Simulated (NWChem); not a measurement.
# C₂H₂Br₂; SMILES C=C(Br)Br

Program: NWChem. Coordinates come from a PBE0/def2-SVP optimisation. Level: PBE0/def2-SVP with SMD (1 M gas to 1 M solution), gas-phase geometry.

Estimate the computed values for solvent n-hexane. Quantities: solvation free energy (kcal/mol); cavity-dispersion-structure term (kcal/mol); dipole in solution (D).

The solvation free energy (kcal/mol) is -4.2. The cavity-dispersion-structure term (kcal/mol) is -3.5 and the dipole in solution (D) comes out as 1.41.
